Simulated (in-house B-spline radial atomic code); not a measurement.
Results of a calculation; reference values are marked as such.
Two electrons in Si: a parabolic dot with ħω = 7.08 meV in all three directions with an ionised donor at its centre

For Si the NSM archive of the Ioffe Institute lists m_l = 0.98 m0, m_t = 0.19 m0 and ε = 11.7; the model takes one isotropic valley with the conductivity mass 3/(1/m_l + 2/m_t) = 0.26 m0, and so misses anisotropy and the other valleys. All triplets below are those of one valley; with several valleys two electrons can form a triplet in the 1s orbital itself, at an energy set by the valley splitting. Real donors also feel a central-cell potential, which shifts the ground state.

Effective-mass model with parabolic bands, a uniform dielectric constant, no image charges, no central-cell or spin-orbit terms. Two-electron levels come from full CI in B-splines with partial waves to l = 5 (up to 0.001 effective hartree above the limit).

Question: What are the effective units, and what is the potential in them?

Answer: Ha* = 27211.386 meV × 0.26/11.7² = 51.68 meV and a* = 0.0529177 nm × 11.7/0.26 = 2.381 nm. The frequency is ω = 0.137 Ha*, with −1/r added.

In these units the lowest s and p orbitals lie at -0.473984 and 0.019194, and their Coulomb and exchange integrals are J_ss = 0.660494, J_sp = 0.358818 and K_sp = 0.04068. Full CI gives -0.411806 for the ground singlet, -0.166103 for the sp triplet, -0.129015 for the sp singlet and -0.135876 for the lowest triplet of two s orbitals.

Question: What does it cost to add the second electron, to first order and exactly?

Answer: To first order E = 2ε_s + J_ss = -0.287473, so the charging energy E(2) − 2E(1) is J_ss = 34.14 meV. CI gives -0.411806 − 2 × (-0.473984) = 0.536161, or 27.71 meV: relaxation and correlation lower it by 6.426 meV, 18.8 % of J_ss. The s² configuration of one-electron orbitals holds 83.5 % of the state, and the mean radius is 4.53 nm.

Question: How far above the singlet do the triplets lie?

Answer: To first order the sp triplet lies at ε_s + ε_p + J_sp − K_sp = -0.136653, which is 7.795 meV above 2ε_s + J_ss. CI gives -0.166103 − (-0.411806) = 0.245703, or 12.7 meV, 50 % of the orbital spacing of 25.49 meV. The ss triplet lies 14.26 meV up, so the lower of the two is the sp one, and its gap equals k_BT at 147 K. The sp singlet-triplet splitting is 1.917 meV, against 2K_sp = 4.205 meV.
